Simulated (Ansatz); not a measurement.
Geometry optimisation, Ansatz, RKS PBE0-D4/6-31G*.

Input file:

```yaml
crystal:
  periodic: [false, false, false]
  atoms:
    - { symbol: O, position_ang: [1.8235, -0.7435, -0.7189] }
    - { symbol: Si, position_ang: [0.4015, -0.8905, 0.1929] }
    - { symbol: F, position_ang: [0.8914, -0.9863, 1.696] }
    - { symbol: Si, position_ang: [-1.0478, 0.8501, -0.0491] }
    - { symbol: Cl, position_ang: [-2.68888, 0.71495, 1.23602] }
    - { symbol: Cl, position_ang: [-1.83743, 1.0703, -1.90326] }
    - { symbol: H, position_ang: [2.6035, -0.484, -0.2218] }
    - { symbol: H, position_ang: [-0.1777, -2.1714, -0.1689] }
    - { symbol: H, position_ang: [-0.3757, 2.23185, 0.2867] }
basis:
  gaussian: { orbitals: "6-31G*" }
hamiltonian:
  xc: pbe0
  dispersion: d4
relax:
  f_tol: 0.015
  max_steps: 40
```

Launched with:

```bash
$ ansatz run input.yaml --threads 2 --pin off --max-ram 3072MiB --backend cpu --events-out ev --progress --plain --runs-dir out
```

Problem. Where does it end, and by what steps?

Solution. The forces met the threshold. The force dipped under the threshold on the way, but the program's further checks kept it going. After 17 steps the energy has fallen by 0.302 eV; H7 moved furthest, 0.62 Å.

```json
{"step": "0", "energy less start (eV)": "0.0000", "largest force component (eV/Å)": "2.355", "accepted": "yes"}
{"step": "1", "energy less start (eV)": "-0.1937", "largest force component (eV/Å)": "0.952", "accepted": "yes"}
{"step": "2", "energy less start (eV)": "-0.2440", "largest force component (eV/Å)": "0.753", "accepted": "yes"}
{"step": "3", "energy less start (eV)": "-0.2527", "largest force component (eV/Å)": "0.956", "accepted": "yes"}
{"step": "4", "energy less start (eV)": "-0.2925", "largest force component (eV/Å)": "0.258", "accepted": "yes"}
{"step": "5", "energy less start (eV)": "-0.2703", "largest force component (eV/Å)": "1.179", "accepted": "no"}
{"step": "6", "energy less start (eV)": "-0.2975", "largest force component (eV/Å)": "0.117", "accepted": "yes"}
{"step": "7", "energy less start (eV)": "-0.3009", "largest force component (eV/Å)": "0.027", "accepted": "yes"}
{"step": "8", "energy less start (eV)": "-0.3009", "largest force component (eV/Å)": "0.026", "accepted": "yes"}
{"step": "9", "energy less start (eV)": "-0.3008", "largest force component (eV/Å)": "0.082", "accepted": "no"}
{"step": "10", "energy less start (eV)": "-0.3013", "largest force component (eV/Å)": "0.009", "accepted": "yes"}
{"step": "11", "energy less start (eV)": "-0.3015", "largest force component (eV/Å)": "0.022", "accepted": "yes"}
{"step": "12", "energy less start (eV)": "-0.3015", "largest force component (eV/Å)": "0.020", "accepted": "yes"}
{"step": "13", "energy less start (eV)": "-0.3016", "largest force component (eV/Å)": "0.017", "accepted": "yes"}
{"step": "14", "energy less start (eV)": "-0.3018", "largest force component (eV/Å)": "0.023", "accepted": "yes"}
{"step": "15", "energy less start (eV)": "-0.3018", "largest force component (eV/Å)": "0.022", "accepted": "yes"}
{"step": "16", "energy less start (eV)": "-0.3019", "largest force component (eV/Å)": "0.022", "accepted": "yes"}
{"step": "17", "energy less start (eV)": "-0.3019", "largest force component (eV/Å)": "0.015", "accepted": "yes"}
```

```xyz
9
Properties=species:S:1:pos:R:3
O 1.754 -0.875 -0.689
Si 0.422 -0.978 0.272
F 0.828 -1.016 1.832
Si -0.968 0.892 0.024
Cl -2.663 0.662 1.174
Cl -1.498 1.060 -1.963
H 2.319 -0.097 -0.612
H -0.254 -2.241 -0.099
H -0.347 2.185 0.410
```

Time of the run: 76 s on 2 threads of Arm Neoverse V1, on a shared host, peak memory 0.28 GiB.
